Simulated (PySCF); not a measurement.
A calculated (LDA, PySCF 2.14, aug-cc-pCVTZ-DK, the spin-free X2C one-electron Hamiltonian (Gaussian nucleus)) atom or ion has these occupied shells.

```
shell  electrons  orbital energy (eV)  rms radius, mean of both spins (bohr)
 1s α          1              -876.86                                  0.184
 1s β          1              -874.45                                  0.184
 2s α          1              -79.575                                  0.915
 2s β          1              -74.828                                  0.915
 2p α          3              -56.847                                  0.911
 2p β          1              -52.112                                  0.911
```

(1) Name the element and its charge.

## Answers

(1) Ne²⁺ (neon, charge +2), in [He] 2s2 2p4, high-spin 3P determinant.
